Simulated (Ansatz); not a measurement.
Input for Ansatz (a program for electronic structure): SC-NEVPT2 on SA-CASSCF(2,3)/def2-TZVPP on ClGa (SMILES [Cl][Ga]), 2S+1 = 3, a spin state set in the input, which need not be the lowest.

Ansatz 0.2 input:
```yaml
crystal:
  periodic: [false, false, false]
  atoms:
    - {symbol: Cl, position_ang: [-0.00000000, -0.00000000, -1.44595232]}
    - {symbol: Ga, position_ang: [0.00000000, 0.00000000, 0.79294160]}
basis:
  gaussian:
    orbitals: def2-TZVPP
magnetization: {spin_polarized: false, initial_magnetization: 2}
correlation: {method: sc_nevpt2, electrons: outside_noble_gas, active_space: {window: {electrons: 2, orbitals: 3}, states: [{multiplicity: 1, weights: [1]}, {multiplicity: 3, weights: [1]}]}}
output: {orbitals: {seedname: ./end}}
```

The log:

```
WARN ansatz: RAYON_NUM_THREADS=2 ignored (pool sized by the plan → 2); use --threads N
Functional definition: HF
integrals: 0.05 GiB planned
1002 factors; integrals over basis functions are off by at most 1.6e-7 eV
mean field: 0.43 GiB planned
mean field evaluation 1: about -64836.3568 eV, gradient 1.1e1 eV
mean field evaluation 2: about -64836.4137 eV, gradient 1.1e1 eV
mean field evaluation 4: about -64837.3792 eV, gradient 2.2e0 eV
mean field evaluation 8: about -64837.4785 eV, gradient 4.5e-1 eV
mean field evaluation 16: about -64837.4800 eV, gradient 1.4e-6 eV
mean field evaluation 32: about -64834.8415 eV, gradient 2.1e-1 eV
mean field evaluation 64: about -64834.6981 eV, gradient 4.8e-1 eV
mean field -64837.48000663 eV, -2382.7334418214 hartree, gradient 1.4e-6 eV, S^2 2.000000; 8 other end points of the search recorded, 0 dependent functions left out
reference -64837.48000663 eV, -2382.7334418214 hartree; 25, 23 occupied and 65, 67 virtual orbitals, 1002 factors
configuration interaction: 0.18 GiB planned
configuration interaction: 0.00 GiB planned
state -64840.77400399 eV, -2382.8544939915 hartree
state -64840.77400399 eV, -2382.8544939915 hartree; corrected -64846.80822306 eV, -2383.0762474520 hartree
configuration interaction: 0.00 GiB planned
state -64837.40824476 eV, -2382.7308046211 hartree
state -64837.40824476 eV, -2382.7308046211 hartree; corrected -64843.35280507 eV, -2382.9492631833 hartree
Total energy: -64845.08051406 eV, -2383.0127553176 hartree
```

The calculation finished and met its thresholds. The last total energy is the mean of the averaged states.

Cost: very roughly 30 core-seconds.
